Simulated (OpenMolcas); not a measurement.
**Levels of Zr III by method**

| Quantity | Value |
| --- | --- |
| Program | OpenMolcas |
| Basis | ANO-RCC-VQZP [8s7p5d3f2g1h] |
| Scalar Hamiltonian | DKH2, point nucleus |
| Active space | 8 electrons in 8 orbitals (RAS1 4p, at most 2 holes; RAS2 4d) |
| State averaging | 2S+1 = 3 even, 10 roots; 2S+1 = 1 even, 15 roots |
| Spin-orbit coupling | state interaction with AMFI integrals over the reference wave functions, term energies averaged over their components |

Methods on the same reference wave functions:
A. RASSCF
B. SS-RASPT2, IPEA 0.25 Eh, imaginary shift 0.1 Eh (closed shells correlated: 4s)

Energies in cm-1 above 4d2 3F2, the measured ground level; measured values from Moore, Atomic Energy Levels, vol. II, NSRDS-NBS 35 (1971 reprint of NBS Circular 467, 1952); NIST levels as listed in Rynkun, Gaigalas and Jonsson, Astron. Astrophys. 637, A10 (2020).

| Level | A | B | Measured |
| --- | --- | --- | --- |
| 4d2 3F2 | 0.0 | 0.0 | 0.0 |
| 4d2 3F3 | 752 | 776 | 681 |
| 4d2 3F4 | 1661 | 1679 | 1486 |
| 4d2 1D2 | 8749 | 6170 | 5742 |
| 4d2 3P0 | 9950 | 8260 | 8062 |
| 4d2 3P1 | 10238 | 8570 | 8326 |
| 4d2 3P2 | 10917 | 9180 | 8838 |
| 4d2 1G4 | 14522 | 10860 | 11049 |
| 4d2 1S0 | 30540 | 22870 | 23979 |

Deviations, from unrounded energies. A percentage is the sum of absolute deviations over the sum of measured energies, with the sign that they share, or ± where signs differ.

```json
{"Against measurement": "mean absolute deviation (cm-1)", "Levels": "8", "A": "2400", "B": "350"}
{"Against measurement": "fine structure of the ground term (%)", "Levels": "2", "A": "+11.3", "B": "+13.3"}
{"Against measurement": "other terms of the ground configuration (%)", "Levels": "6", "A": "+28.7", "B": "±3.8"}
```

B lies closest to measurement on these levels. The largest miss of B in the table is 4d2 1S0, by -1100 cm-1. The ranking rests on the paired levels alone, and a cruder setting can come out closer through cancelling errors.

From A to B the spin-free energies of the other terms of 4d2 shown, above 3F, scale by factors of 0.66 to 0.82.

The lowest spin-free term lies below A's lowest term by 0.240 hartree in B.

CASPT2 breaks the degeneracy within a term, and the mean is taken; among the terms shown or strongly mixed into the levels shown the widest spread is 260 cm-1 (4d2 1G, B). Active for correlation alone: 4p; no level in the range computed is led by a configuration that opens it, so any true level of that kind is missing. Without dynamic correlation excited terms often stand tens of per cent too high (terms of higher spin than the ground term too low), and those without a measured partner can miss by more than the paired ones (holds for A). Some levels mix across a computed gap that differs much from the measured one, so their mixing is not that of the real levels (holds for A). Measured partners are found by configuration, term and J. A level has none where our copy of the source lacks it or the pairing is in doubt (some pairs that miss far off the trend of their configuration count as doubtful), and it then counts in no deviation. Levels of configurations outside the active space are missing.
